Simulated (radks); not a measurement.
Question: Radial electron density D(r) = 4 pi r^2 rho(r) of an atom or ion with 1 electrons. Method: scalar-relativistic Kohn-Sham, LDA (Slater exchange, Perdew-Wang correlation), spin-unpolarised, spherical densities, point nucleus; computed with a radial shooting solver on a logarithmic mesh with Libxc functionals.

```
   r/bohr * D(r) (the largest magnitude, 1.55, reaches the edge; | marks zero)
  0.01819 |*
  0.02117 |*
  0.02465 | *
  0.02869 | *
   0.0334 |  *
  0.03889 |   *
  0.04527 |     *
   0.0527 |      *
  0.06135 |        *
  0.07142 |           *
  0.08315 |              *
   0.0968 |                  *
   0.1127 |                      *
   0.1322 |                            *
    0.154 |                                 *
   0.1792 |                                       *
   0.2086 |                                            *
   0.2429 |                                                 *
   0.2828 |                                                    *
   0.3292 |                                                      *
   0.3832 |                                                     *
   0.4461 |                                                  *
   0.5194 |                                            *
   0.6046 |                                    *
   0.7039 |                            *
    0.826 |                   *
   0.9616 |           *
    1.119 |      *
    1.303 |  *
    1.517 |*
    1.766 *
    2.056 *
```

What is the nuclear charge?

Answer: Z = 3. The innermost maximum, from 1s, lies near gamma/Z bohr with gamma = sqrt(1 - (Z/c)^2) = 1.000, here 0.333 bohr (found: 0.340), and its height grows with Z. The density is that of the lithium ion Li2+ in 1s1; the configuration itself is not fixed sharply by these data. D(r) has 1 maximum, at r = 0.340 bohr.
